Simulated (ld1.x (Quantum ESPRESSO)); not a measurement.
Varying the TM potential for sulfur (S)

Base potential:

| Item | Value |
| --- | --- |
| Element | S (Z = 16) |
| Generator | ld1.x (Quantum ESPRESSO) 7.5 |
| Type | norm-conserving Troullier–Martins (Kleinman–Bylander form) |
| Functional | PBE |
| Relativity | scalar-relativistic |
| Frozen core | [Ne] |
| Valence charge | 6 |
| Reference configuration | 3s2 3p4 |
| Partial waves | 3p (bound): rc 1.15 bohr; 3s (bound): rc 1.30 bohr |
| Local potential | the s channel |
| Core correction | a·sin(br)/r model core inside 0.85 bohr |

All-electron outer shells of the reference configuration (PBE, scalar-relativistic, ld1.x):

```json
{"shell": "2s", "level (eV)": "-211.71", "outermost node (bohr)": "0.13", "outermost maximum (bohr)": "0.39"}
{"shell": "2p", "level (eV)": "-156.51", "outermost node (bohr)": "–", "outermost maximum (bohr)": "0.33"}
{"shell": "3s", "level (eV)": "-17.26", "outermost node (bohr)": "0.60", "outermost maximum (bohr)": "1.40"}
{"shell": "3p", "level (eV)": "-7.01", "outermost node (bohr)": "0.58", "outermost maximum (bohr)": "1.61"}
```

Cutoffs, loose and tight: the cutoffs (Ry, on a coarse ladder) from which the occupation-weighted sum of valence levels, in a spherical-Bessel basis at the reference potential, stays within 10 and 1 mRy of its value at 400 Ry. They do not see the model core or the augmentation charge, which bear on the density cutoff. Test errors are all-electron minus pseudo excitation energies from the reference, over the configurations 3s2 3p3; 3s2 3p2; 3s2 3p1; 3s1 3p5; 3s1 3p4; 3s2 3p0; 3s2 3p3.5. A dash means not determined; rows that change the core or the reference have their own tests.

```csv
change,outcome,"cutoff, loose","cutoff, tight",bound ghosts,largest test error (meV)
base,generated,80 Ry,160 Ry,none,+140
wave 3p (bound): rc 1.15 bohr becomes 3p (bound): rc 0.76 bohr,failed: run_pseudo: Errors in PS-KS equation,–,–,–,–
wave 3p (bound): rc 1.15 bohr becomes 3p (bound): rc 0.86 bohr,failed: run_pseudo: Errors in PS-KS equation,–,–,–,–
wave 3p (bound): rc 1.15 bohr becomes 3p (bound): rc 1.20 bohr,generated,70 Ry,140 Ry,none,+150
wave 3p (bound): rc 1.15 bohr becomes 3p (bound): rc 1.42 bohr,generated,40 Ry,60 Ry,none,+188
wave 3p (bound): rc 1.15 bohr becomes 3p (bound): rc 1.50 bohr,generated,40 Ry,60 Ry,none,+195
wave 3p (bound): rc 1.15 bohr becomes 3p (bound): rc 1.64 bohr,generated,40 Ry,60 Ry,none,+197
wave 3p (bound): rc 1.15 bohr becomes 3p (bound): rc 1.70 bohr,generated,40 Ry,60 Ry,none,+195
```

(1) What comes out with this change to the base: wave 3p (bound): rc 1.15 bohr becomes 3p (bound): rc 0.98 bohr?

(2) What comes out with this change to the base: wave 3p (bound): rc 1.15 bohr becomes 3p (bound): rc 1.08 bohr?

(3) What comes out with this change to the base: wave 3p (bound): rc 1.15 bohr becomes 3p (bound): rc 1.28 bohr?

Results:

(1) outcome: generated; cutoff, loose: 180 Ry; cutoff, tight: 300 Ry; bound ghosts: none; largest test error (meV): +101.

(2) outcome: generated; cutoff, loose: 100 Ry; cutoff, tight: 160 Ry; bound ghosts: none; largest test error (meV): +129.

(3) outcome: generated; cutoff, loose: 50 Ry; cutoff, tight: 100 Ry; bound ghosts: none; largest test error (meV): +167.

Reading the sweep of the p radius (base included, trends over the rows without a ghost): The loose cutoff falls from 180 Ry at 0.98 to 40 Ry at 1.7 bohr. A larger radius leaves more room for a smooth pseudo-wave, so fewer plane waves are needed; a smaller one forces it to follow the all-electron wave where it bends sharply. The median size of the test errors (rows with all tests solved) is not monotonic: lowest 5.0 meV at 1.64 bohr, highest 11.1 meV at 0.98 bohr. The generation fails at 0.76, 0.86 bohr.
